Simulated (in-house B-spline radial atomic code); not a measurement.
What moves the levels of neutral ytterbium ([Xe] 4f14 6s2)? Level of theory: Dirac-Hartree-Fock, average of configuration, Fermi nucleus of rms radius 5.0423 fm; calculated with a radial B-spline atomic code at the basis-set limit.

Baseline run (computed): total energy -14067.7692 hartree, 1s1/2 at -2267.69 hartree, 6s1/2 at -5.3475 eV with <r> = 4.231 bohr.

Changing the nucleus:

```csv
nucleus,ΔE (eV)
"Fermi nucleus of rms radius 5.0875 fm, A = 154",0.64
"Fermi nucleus of rms radius 5.104 fm, A = 155",0.875
"Fermi nucleus of rms radius 5.1219 fm, A = 156",1.13
"Fermi nucleus of rms radius 5.1324 fm, A = 157",1.28
"Fermi nucleus of rms radius 5.1498 fm, A = 158",1.53
"Fermi nucleus of rms radius 5.1629 fm, A = 159",1.72
"Fermi nucleus of rms radius 5.1781 fm, A = 160",1.93
"Fermi nucleus of rms radius 5.1889 fm, A = 161",2.09
"Fermi nucleus of rms radius 5.2054 fm, A = 162",2.33
"Fermi nucleus of rms radius 5.2157 fm, A = 163",2.48
"Fermi nucleus of rms radius 5.2307 fm, A = 164",2.69
"Fermi nucleus of rms radius 5.2399 fm, A = 165",2.83
"Fermi nucleus of rms radius 5.2525 fm, A = 166",3.01
"Fermi nucleus of rms radius 5.2621 fm, A = 167",3.15
"Fermi nucleus of rms radius 5.2702 fm, A = 168",3.27
"Fermi nucleus of rms radius 5.2771 fm, A = 169",3.37
"Fermi nucleus of rms radius 5.2853 fm, A = 170",3.49
"Fermi nucleus of rms radius 5.2906 fm, A = 171",3.56
"Fermi nucleus of rms radius 5.2995 fm, A = 172",2.82
"Fermi nucleus of rms radius 5.3046 fm, A = 173",3.77
"Fermi nucleus of rms radius 5.3108 fm, A = 174",3.86
"Fermi nucleus of rms radius 5.3135 fm, A = 175",3.9
"Fermi nucleus of rms radius 5.3215 fm, A = 176",4.02
"Fermi nucleus of rms radius 5.3239 fm, A = 177",4.05
```

A larger nucleus binds the electrons less, roughly as the density at the nucleus times the change of the nuclear <r²>. The reference is A = 152.
